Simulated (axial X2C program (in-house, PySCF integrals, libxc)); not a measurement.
Values are calculated unless marked as measured or tabulated.
LiAu⁻: input and output

Program: an axial X2C code built on PySCF integrals.

Input file and command:
```json
{"zs": [79, 3], "q": -1, "bas": ["dyall-acv3z", "dyall-av3z"], "levels": ["PBE0", "HF", "BHandHLYP"], "cc": true, "r0": 2.57, "thr": -2.0, "nmax": 90, "npts": 10, "nst": 2, "ntry": 6}
```
```bash
python so2c.py task.json out
```

Keys: zs atomic numbers; q charge; bas basis sets; levels methods; cc coupled cluster on or off; r0 starting distance in Å; thr threshold in hartree for freezing inner shells (an s shell follows its p shell); nmax most natural virtual spinors; npts points on the curve; nst determinants followed; ntry starts of the search. HF also brings MP2.

Output of the PBE0 step, spin-free, at R = 2.428 Å for the state M_S = 1/2, Λ = 0. It starts from the PBE0 orbitals of the search at 2.428 Å.

```
spin-free X2C-1e  PBE0
basis functions 238  fitting functions 1116  grid points 5083
iter        total energy     max residual
   1     -19022.156177426     1.40e-05
   2     -19022.156177441     1.55e-05
   3     -19022.156177452     5.40e-06
   4     -19022.156177457     4.32e-06
   5     -19022.156177460     4.30e-07
   6     -19022.156177460     1.64e-07
converged
one-electron -26195.00634199  Coulomb 7492.78309225  exact exchange -91.47745227  xc functional -280.10909943  nuclear repulsion 51.65362397
```
Energies are in hartree; totals compare only within one Hamiltonian and basis.
